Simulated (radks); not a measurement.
Q: The lanthanum ion La+, configuration [Xe] 5d1.5 6s0.5 (fractional occupations, a model configuration). Method: scalar-relativistic Kohn-Sham, PBE, spin-polarised, spherical densities, finite nucleus; open shells are filled with parallel spins first (spin-orbit coupling, left out, can overturn this in heavy ions); Fermi nuclear charge, rms radius 4.855 fm; computed with a radial shooting solver on a logarithmic mesh with Libxc functionals. Some entries of the table are withheld. Estimate them.

orbital,occ.,eigenvalue (hartree),<1/r> (bohr^-1),<r> (bohr)
1s up,1,-1424.148,62.01,0.02507
1s down,1,-1424.148,62.01,0.02507
2s up,1,-226.8597,14.28,0.1075
2s down,1,-226.8581,14.28,0.1075
2p up,3,-203.3529,13.55,0.09425
2p down,3,-203.3517,13.55,0.09425
3s up,1,-48.65819,5.171,0.2852
3s down,1,-48.65739,5.171,0.2852
3p up,3,-41.15076,4.901,0.2832
3p down,3,-41.14987,4.901,0.2832
3d up,5,-30.36220,4.647,0.2600
3d down,5,-30.36084,4.647,0.2600
4s up,1,-9.96460,2.150,0.6542
4s down,1,-9.96202,2.150,0.6542
4p up,3,-7.52298,1.984,0.6930
4p down,3,-7.52064,1.983,0.6931
4d up,5,-3.98931,(1),0.7675
4d down,5,-3.98690,(2),0.7674
5s up,1,-1.61219,0.8449,1.564
5s down,1,-1.59342,0.8508,1.555
5p up,3,-1.01121,(3),1.815
5p down,3,-0.98446,(4),1.799
6s up,0.5,-0.30385,0.3112,4.067
5d up,1.5,(5),0.4595,2.815
5d down,0,(6),0.4672,2.775

A: 
(1) 4d up <1/r> (bohr^-1): 1.724
(2) 4d down <1/r> (bohr^-1): 1.724
(3) 5p up <1/r> (bohr^-1): 0.7190
(4) 5p down <1/r> (bohr^-1): 0.7267
(5) 5d up eigenvalue (hartree): -0.30377
(6) 5d down eigenvalue (hartree): -0.26242
